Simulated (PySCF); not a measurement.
# First hyperpolarisability: 4-picoline N-oxide, C6H7NO

Geometry (Å), atoms numbered from 1 in this order:
```xyz
15

C     2.4274   -0.2490   -0.2088
C     0.9409   -0.0969   -0.1040
C     0.0861   -1.1971    0.0266
C    -1.2849   -1.0455    0.0913
N    -1.8771    0.1876    0.0310
O    -3.1207    0.3123    0.0910
C    -1.0591    1.2788   -0.0920
C     0.3144    1.1531   -0.1588
H     2.7801   -1.1370    0.3354
H     2.7430   -0.3629   -1.2599
H     2.9510    0.6294    0.1953
H     0.4909   -2.2106    0.0829
H    -1.9966   -1.8636    0.1953
H    -1.5993    2.2241   -0.1271
H     0.9066    2.0666   -0.2546
```

Computed, not measured: quadratic response CAM-B3LYP/aug-cc-pVDZ first hyperpolarisability, Taylor convention, gas phase in PySCF. Geometry: PBE0-D3(BJ)/def2-SVP.

**Question.** What is the first hyperpolarisability, and how does it disperse?

**Answer.** In au, Taylor convention; the vector part is βᵢ = ⅓ Σⱼ (βᵢⱼⱼ + βⱼᵢⱼ + βⱼⱼᵢ); β∥ is 3/5 of the vector part along the dipole, the dipole points from − to +:
```
                   process  λ (nm)  β vector norm      β∥  β HRS  depolarisation ratio
           static β(0;0,0)       ∞          236.0  -141.6   90.7                  6.75
second harmonic β(−2ω;ω,ω)    1907          250.7  -150.4   96.1                  6.87
         Pockels β(−ω;ω,0)    1907          240.7  -144.4      –                     –
second harmonic β(−2ω;ω,ω)    1064          292.7  -175.6  111.4                  7.27
         Pockels β(−ω;ω,0)    1064          251.8  -151.1      –                     –
```

**Question.** Which lowest excitations, dipole and polarisabilities go with it?

**Answer.** S1 4.29 eV (f = 0.020); S2 4.51 eV (f = 0.000); S3 4.68 eV (f = 0.265); dipole 4.89 D; isotropic α 87.9 au static, 88.4 au at 1907 nm, 89.4 au at 1064 nm, 89.8 au at 953.5 nm, 94.7 au at 532 nm.
